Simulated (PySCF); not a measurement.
A GIAO shielding run with PySCF 2.14.0 with density-fitted response routines (density fitting, non-relativistic, gas phase) on SMILES [C@H](S(CC)(=O)=O)(C)C(=O)O, C5H10O4S:

```
{"job": {"kind": "nmr", "xc": "PBE0", "basis": "pcSseg-1"}, "charge": 0, "multiplicity": 1}
C     -2.708604    -0.588010    -0.535568
C     -1.433834    -0.226184     0.194311
S     -0.265262     0.400936    -1.057882
O     -0.113832    -0.579752    -2.094987
O     -0.674811     1.722525    -1.445510
C      1.385134     0.568148    -0.209676
C      1.197113     1.363578     1.063559
C      1.797566    -0.854529    -0.018139
O      1.303270    -1.596052     0.793811
O      2.732883    -1.235021    -0.879744
H     -3.104804     0.292396    -1.036372
H     -2.498566    -1.345020    -1.286962
H     -3.454797    -0.969866     0.157995
H     -1.585276     0.579975     0.904379
H     -0.963220    -1.083862     0.664209
H      2.022490     1.063939    -0.939640
H      0.759914     0.735960     1.837274
H      2.152125     1.740824     1.424827
H      0.542805     2.209054     0.861662
H      2.904558    -2.188360    -0.810279
```

Hardware: 1 thread of an x86-64 server CPU, shared host. The job also computes population analyses, field gradients.

(1) How large is the calculation?

(2) How long does it take?

## Answers

(1) 88 electrons, 227 basis functions and 1200 auxiliary functions.

(2) 70 s of wall time, with 15 SCF cycles and 5 response iterations. Times on a shared host scatter by some tens of per cent.
